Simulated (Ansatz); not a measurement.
Ideal-gas functions of `N[SiH](O)Cl` at 298.15 K and 1 bar, from an Ansatz frequency run at PBE0-D4/def2-TZVP.

Molar mass 97.58 g/mol, point group C1 (symmetry number 1), electronic degeneracy 1, moments of inertia 77.228, 148.48, 203.048 u Å². Harmonic wavenumbers (cm⁻¹, unscaled): 183, 216, 262, 327, 338, 405, 530, 752, 805, 837, 891, 916, 962, 1573, 2280, 3613, 3712, 3904.

Use S(trans) = R[1.5 ln M + 2.5 ln T − 1.1517]; rotational temperatures θ = 24.2544 K / I; S(rot) = R[ln(√π/σ · √(T³/θAθBθC)) + 1.5]; for each mode x = 1.438777 ν̃/T, S = R[x/(eˣ − 1) − ln(1 − e⁻ˣ)] and H = RT x/(eˣ − 1); 1 cm⁻¹ = 0.0119627 kJ/mol; R = 8.31446 J/(mol·K).

By hand: the entropy, in J/(mol·K).

Translation 166.0. Rotation: θ = 0.3141, 0.1634, 0.1195 K, giving 109.5. Vibration, mode by mode: 9.61, 8.34, 6.90, 5.33, 5.11, 3.95, 2.46, 1.05, 0.85, 0.75, 0.61, 0.55, 0.46, 0.04, 0.00, 0.00, 0.00, 0.00, in all 46.0. Electronic 0.0. Sum 321.5 J/(mol·K).

By hand: H − E and G − E in kJ/mol, counted from the electronic energy.

Zero-point energy ½ × 22506 × 0.0119627 = 134.6; thermal vibration 8.5; translation, rotation and pV give 4 RT = 9.9. H − E = 153.0 kJ/mol, and G − E = 153.0 − 298.15 × 321.5/1000 = 57.1 kJ/mol.

Vibration gives 14 % of the entropy. The sum counts one conformer and one mirror image; others add a mixing term.
